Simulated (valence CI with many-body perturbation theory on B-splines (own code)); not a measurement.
Results of a calculation; reference values are marked as such.
## Br4+: what the settings do

Level of theory: valence CI with perturbative core correlation (CI+MBPT): three valence electrons over a frozen Dirac-Fock core [Ar] 3d10, a basis of 6 s, 6 p, 5 d, 3 f, 1 g functions for each j, with the one-electron correlation potential Σ1, the two-electron term Σ2, the three-electron term Σ3, Breit, model QED; selected CI, second order for the rest, scaled by the run's own slope (own B-spline code, finite nucleus).

Set against measurement, 8 paired levels are off by 113 cm⁻¹ on average, the worst by 223. These come from a selection out of Moore, Atomic Energy Levels, vol. II, NSRDS-NBS 35 (1971 reprint of NBS Circular 467, 1952), an old analysis. Levels without a partner in it may be off by more.

The reference run has the lowest level 4s²4p ²P°_1/2 and an ionisation energy of 59.6718 eV. Its largest variational space holds 4428 state functions.

```tsv
Level	Reference (cm⁻¹)	Shift (cm⁻¹)
4s²4p ²P°_3/2	6077	-256
4s4p² ⁴P_1/2	93207	-1638
4s4p² ⁴P_3/2	95673	-1750
4s4p² ⁴P_5/2	98974	-1877
4s4p² ²D_3/2	122718	-2110
4s4p² ²D_5/2	123447	-2151
4s4p² ²S_1/2	149530	-2196
4s4p² ²P_1/2	158298	-2341
4s4p² ²P_3/2	161170	-2421
4s²4d ²D_3/2	188047	-3375
4s²4d ²D_5/2	188676	-3402
4s²5s ²S_1/2	213484	-4497
```

The ionisation energy moves by -0.7736 eV.

(1) Which of these changes was made?
A. Breit term on → off
B. cutoff of virtual states (hartree) 2450 → 2.72
C. highest l with Σ1, explicit Σ2 and valence Breit (higher l get mean screening factors) 3 → 0; shift of the energy in Σ1 (hartree) 0 → -0.408
D. box radius (bohr) 15.75 → 27.59; scale of Σ1 1 → 0

Results:

(1) D. box radius (bohr) 15.75 → 27.59; scale of Σ1 1 → 0.
